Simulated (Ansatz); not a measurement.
Total energies of `NCB1C=N1`.

Z-matrix (Å, degrees):
```
C
B 1 1.553
N 1 1.466 2 117.7
H 1 1.097 2 108.7 3 124.0
H 1 1.097 2 108.8 3 -124.2
N 2 1.437 1 143.6 3 -0.7
C 2 1.447 1 162.8 3 179.6
H 3 1.013 1 109.8 2 -58.5
H 3 1.013 1 109.8 2 57.2
H 7 1.087 2 167.2 1 -0.3
```

Charge 0, multiplicity 1. All single points use the PBE0-D4/def2-TZVP geometry. It is one conformer, not always the lowest. Basis def2-TZVPP, Ansatz 0.2.0.

RPA on PBE orbitals: Hartree–Fock energy of these orbitals -212.22450 Eh, correlation -1.31444 Eh (frozen core).

```
functional                                       kind  energy without D4 (Eh)  D4 term (kJ/mol)
       PBE                                        GGA              -213.33088             -16.1
      BLYP                                        GGA              -213.52733             -36.0
    B97M-V                         meta-GGA with VV10              -213.60467                 –
     B3LYP                        global hybrid, 20 %              -213.61528             -25.7
   r2SCANh                      meta-GGA hybrid, 10 %              -213.46860              -4.3
   r2SCAN0                      meta-GGA hybrid, 25 %              -213.45445              -4.7
 CAM-B3LYP                     range-separated hybrid              -213.49725             -13.5
   LC-ωPBE                long-range corrected hybrid              -213.45997                 –
   ωB97X-V       range-separated hybrid GGA with VV10              -213.54490                 –
   ωB97M-V  range-separated hybrid meta-GGA with VV10              -213.52506                 –
```

(1) Give the same for LDA (SPW92), revPBE, r2SCAN, PBE0, HSE06 (plane-wave form), BHLYP, B2PLYP, PBE-QIDH. (Estimate.)

B3LYP takes the VWN-RPA correlation (the form of Gaussian; ORCA's B3LYP/G). HSE06 is the plane-wave form, built on full-range PBE exchange. The double hybrids freeze the cores in their second-order part.

Answers

(1) The calculation gave: 
| functional | kind | energy without D4 (Eh) | D4 term (kJ/mol) |
| --- | --- | --- | --- |
| LDA (SPW92) | LDA | -211.69842 | – |
| revPBE | GGA | -213.54680 | -54.6 |
| r2SCAN | meta-GGA | -213.47865 | -4.1 |
| PBE0 | global hybrid, 25 % exact exchange | -213.34926 | -13.5 |
| HSE06 (plane-wave form) | screened hybrid | -213.33730 | -12.5 |
| BHLYP | global hybrid, 50 % | -213.48153 | -18.1 |
| B2PLYP | double hybrid | -213.42526 | – |
| PBE-QIDH | double hybrid | -213.31317 | – |

LC-ωPBE has ω = 0.4 bohr⁻¹.
